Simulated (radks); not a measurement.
The numbers below are computed, except where a source is named.
Problem. The mean radii <r> (bohr) of the occupied orbitals of an atom or ion are listed with their occupations. Code: a radial shooting solver on a logarithmic mesh with Libxc functionals. Model: scalar-relativistic Kohn-Sham, PBEsol, spin-polarised, spherical densities, finite nucleus; Fermi nuclear charge, rms radius of each element as measured or else 0.836 A^(1/3) + 0.57 fm.

| orbital | occ. | <r> |
|---|---|---|
| 1s up | 1 | 0.04032 |
| 1s down | 1 | 0.04032 |
| 2s up | 1 | 0.1769 |
| 2s down | 1 | 0.1768 |
| 2p up | 3 | 0.1542 |
| 2p down | 3 | 0.1541 |
| 3s up | 1 | 0.4605 |
| 3s down | 1 | 0.4611 |
| 3p up | 3 | 0.4534 |
| 3p down | 3 | 0.4541 |
| 3d up | 1 | 0.4144 |

Name the element and its charge. Open shells, if any, are filled with parallel spins first.

Solution. Z = 37, rubidium, charge +18: Rb18+ in [Ar] 3d1. The 1s radius gives Z: for a bare nucleus <r> = (2 gamma + 1)/(2Z) with gamma = sqrt(1 - (Z/c)^2), 0.03954 bohr for Z = 37, and screening makes it slightly larger (0.04032 here). The occupations add up to 19, and the charge is Z minus that.
